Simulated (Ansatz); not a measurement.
Reaction (cleavage of the B–Ge bond): `O[B](F)[GeH2][SiH3]` + `[NH2][AlH2]` → `OB(F)[NH][AlH2]` + `[SiH3][GeH3]`

Computed with Ansatz on PBE0-D4/def2-TZVP structures; ΔE is electronic, products minus reactants. CCSD(T)/CBS adds triple-zeta CCSD(T) − MP2 to the extrapolated MP2 energy (def2 sets, frozen cores). This one scheme is used for every species. Functionals use def2-TZVPP. B3LYP here is the variant with VWN-RPA as its local correlation; programs differ in this. For Ge outer-core shells are correlated without core-valence functions, which leaves a few kJ/mol of doubt a bond. Scalar relativity is left out up to krypton. Each species was taken in one conformer, which may not be the lowest.

`O[B](F)[GeH2][SiH3]`:

Cartesian coordinates in Å:
```
O 2.037 0.930 -1.692
B 1.683 0.356 -0.525
F 2.543 -0.519 -0.021
Ge -0.098 0.717 0.491
Si -1.501 -1.206 0.504
H 1.397 1.564 -2.022
H 0.190 1.137 1.944
H -0.856 1.881 -0.184
H -1.831 -1.594 -0.893
H -0.799 -2.338 1.162
H -2.765 -0.928 1.235
```

`[NH2][AlH2]`:

Z-matrix (Å, degrees):
```
N
Al 1 1.766
H 1 1.007 2 124.9
H 1 1.007 2 124.9 3 180.0
H 2 1.583 1 117.9 3 -180.0
H 2 1.583 1 117.9 3 0.0
```

`OB(F)[NH][AlH2]`:

```xyz
9

O     0.304    1.820   -1.346
B     0.498    0.679   -0.625
F     1.720    0.113   -0.626
N    -0.547    0.084    0.117
Al   -0.536   -1.397    1.129
H     1.100    2.109   -1.798
H    -1.418    0.593    0.046
H    -1.911   -1.766    1.821
H     0.790   -2.236    1.282
```

`[SiH3][GeH3]`:

Cartesian coordinates in Å:
```
Si 0.669 0.797 0.598
Ge -0.657 -0.782 -0.587
H 1.121 0.217 1.891
H -0.122 2.025 0.874
H 1.864 1.166 -0.206
H 0.155 -2.053 -0.885
H -1.136 -0.190 -1.923
H -1.893 -1.179 0.237
```

```json
{"level": "PBE-D4", "ΔE (kJ/mol)": "-95.1", "difference from CCSD(T)/CBS": "8.9"}
{"level": "r2SCAN-D4", "ΔE (kJ/mol)": "-106.6", "difference from CCSD(T)/CBS": "-2.6"}
{"level": "PBE0-D4", "ΔE (kJ/mol)": "-104.1", "difference from CCSD(T)/CBS": "-0.1"}
{"level": "B3LYP-D4", "ΔE (kJ/mol)": "-108.1", "difference from CCSD(T)/CBS": "-4.1"}
{"level": "ωB97X-V", "ΔE (kJ/mol)": "-107.5", "difference from CCSD(T)/CBS": "-3.5"}
{"level": "ωB97M-V", "ΔE (kJ/mol)": "-109.1", "difference from CCSD(T)/CBS": "-5.1"}
{"level": "B2PLYP", "ΔE (kJ/mol)": "-109.4", "difference from CCSD(T)/CBS": "-5.4"}
{"level": "PBE", "ΔE (kJ/mol)": "-95.4", "difference from CCSD(T)/CBS": "8.6"}
{"level": "r2SCAN", "ΔE (kJ/mol)": "-106.8", "difference from CCSD(T)/CBS": "-2.8"}
{"level": "PBE0", "ΔE (kJ/mol)": "-104.6", "difference from CCSD(T)/CBS": "-0.6"}
{"level": "B3LYP", "ΔE (kJ/mol)": "-108.6", "difference from CCSD(T)/CBS": "-4.6"}
{"level": "HF/def2-TZVPP", "ΔE (kJ/mol)": "-131.6", "difference from CCSD(T)/CBS": "-27.6"}
{"level": "MP2/def2-TZVPP", "ΔE (kJ/mol)": "-108.3", "difference from CCSD(T)/CBS": "-4.3"}
{"level": "SCS-MP2/def2-TZVPP", "ΔE (kJ/mol)": "-110.8", "difference from CCSD(T)/CBS": "-6.8"}
{"level": "CCSD/def2-TZVPP", "ΔE (kJ/mol)": "-111.4", "difference from CCSD(T)/CBS": "-7.4"}
{"level": "CCSD(T)/def2-TZVPP", "ΔE (kJ/mol)": "-107.9", "difference from CCSD(T)/CBS": "-3.9"}
{"level": "HF/def2-QZVPP", "ΔE (kJ/mol)": "-132.2", "difference from CCSD(T)/CBS": "-28.2"}
{"level": "MP2/def2-QZVPP", "ΔE (kJ/mol)": "-106.2", "difference from CCSD(T)/CBS": "-2.2"}
{"level": "SCS-MP2/def2-QZVPP", "ΔE (kJ/mol)": "-109.3", "difference from CCSD(T)/CBS": "-5.3"}
{"level": "HF/CBS(def2)", "ΔE (kJ/mol)": "-132.2", "difference from CCSD(T)/CBS": "-28.2"}
{"level": "MP2/CBS(def2)", "ΔE (kJ/mol)": "-104.4", "difference from CCSD(T)/CBS": "-0.4"}
{"level": "CCSD/CBS(def2)", "ΔE (kJ/mol)": "-107.5", "difference from CCSD(T)/CBS": "-3.5"}
{"level": "CCSD(T)/CBS", "ΔE (kJ/mol)": "-104.0", "difference from CCSD(T)/CBS": "0"}
```

Largest T1 diagnostic among the species: 0.013.

In def2-TZVPP, CCSD(T) changes the Hartree–Fock value by +23.7 kJ/mol (the triples alone add +3.4 kJ/mol) and MP2 by +23.4 kJ/mol. From PBE to PBE0 (25 % exact exchange), in def2-TZVPP and without D4, ΔE moves by −9.2 kJ/mol.
